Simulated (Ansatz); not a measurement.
2-bromopropane (C3H7Br), SMILES CC(C)Br.

Geometry optimised at B3LYP-D3(BJ)/def2-SVP.

Two levels are set side by side: PBE/def2-SVPD (Ansatz, a program for electronic structure) and PBE0/def2-SVPD (Ansatz). Energy differences of separate SCF runs at the same geometry; the states with an electron removed or added have multiplicity 2 and 2. Differences are taken from unrounded values.

```
quantity                            PBE0
---------------------------------  -----
vertical ionisation energy (eV)    10.19
vertical singlet–triplet gap (eV)   5.45
```

Task: What does PBE give, and how far is it from PBE0? (The exact figures need the calculation; the answer reports its results.)

Result: 
```tsv
quantity	PBE	PBE minus PBE0
vertical ionisation energy (eV)	10.01	-0.18
vertical singlet–triplet gap (eV)	5.34	-0.12
```
